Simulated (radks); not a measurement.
Task: Species: K+. Configuration: [Ar] (the NIST ground configuration). All-electron calculation, scalar-relativistic Kohn-Sham, r2SCAN, spin-polarised, spherical densities, finite nucleus; meta-GGA in the generalised Kohn-Sham scheme; Fermi nuclear charge, rms radius 3.4349 fm. Program: a radial shooting solver on a logarithmic mesh with Libxc functionals. Some entries of the table are withheld. Estimate them.

orbital,occ.,eigenvalue (eV),<1/r> (bohr^-1),<r> (bohr)
1s,2,-3545.086,18.71,0.08106
2s,2,-365.6185,3.816,(1)
2p,6,(2),3.704,0.3500
3s,2,-42.8234,(3),1.271
3p,6,-25.4685,(4),(5)

Result: 
(1) 2s <r> (bohr): 0.3863
(2) 2p eigenvalue (eV): -290.0401
(3) 3s <1/r> (bohr^-1): 1.092
(4) 3p <1/r> (bohr^-1): 0.9557
(5) 3p <r> (bohr): 1.424
